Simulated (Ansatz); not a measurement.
Job for Ansatz (a program for electronic structure): R-RI-MP2/cc-pVQZ on CH5BO (SMILES BOC), a point of a torsion scan. Files ending in .json are basis or fitting sets from the Basis Set Exchange.

Ansatz 0.2 input:
```yaml
crystal:
  periodic: [false, false, false]
  atoms:
    - {symbol: B, position_ang: [1.33730505, -0.08634771, 0.23553285]}
    - {symbol: O, position_ang: [0.13618861, 0.30608729, 0.61870155]}
    - {symbol: C, position_ang: [-1.04851817, 0.08812351, -0.10340322]}
    - {symbol: H, position_ang: [1.52162765, -0.66853737, -0.77705752]}
    - {symbol: H, position_ang: [2.21158073, 0.18219741, 0.96727245]}
    - {symbol: H, position_ang: [-1.73129611, -0.50127898, 0.51347141]}
    - {symbol: H, position_ang: [-1.51164294, 1.05478729, -0.31565079]}
    - {symbol: H, position_ang: [-0.86125514, -0.43954106, -1.04296371]}
basis:
  gaussian:
    orbitals: cc-pVQZ
    fitting: {mean_field: def2-universal-JKFIT, correlation: cc-pVQZ-RIFIT.json}
magnetization: {spin_polarized: false}
correlation: {method: mp2, electrons: outside_noble_gas}
scf: {lower_state_search: off}
```

Program output:

```
WARN ansatz: RAYON_NUM_THREADS=1 ignored (pool sized by the plan → 1); use --threads N
Functional definition: HF
these checks for a lower state are left out or cut short: stability, starts, cluster_reference, orbital_swaps, neighbouring_geometries, increment
integrals: 0.30 GiB planned
317 factors; integrals over basis functions are off by at most 4.2e0 eV
mean field: 0.50 GiB planned
mean field evaluation 1: about -3818.7631 eV, gradient 3.0e1 eV
mean field evaluation 2: about -3820.2934 eV, gradient 1.7e1 eV
mean field evaluation 4: about -3820.7889 eV, gradient 4.9e-1 eV
mean field -3820.78995447 eV, -140.4114410024 hartree, gradient 2.6e-6 eV, S^2 0.000000; 0 other end points of the search recorded, 0 dependent functions left out
3 core orbitals not correlated
671 factors; their error is unknown
reference -3820.78995447 eV, -140.4114410024 hartree; 9, 9 occupied and 303, 303 virtual orbitals, 671 factors
second order -15.12739364 eV of doubles, -0.00000000 eV of singles
Total energy: -3835.91734811 eV, -140.9673624649 hartree
Checks for a lower state left out: stability, starts, cluster_reference, orbital_swaps, neighbouring_geometries, increment
```

Self-consistency was reached.

Cost: roughly 2.4 core-seconds.
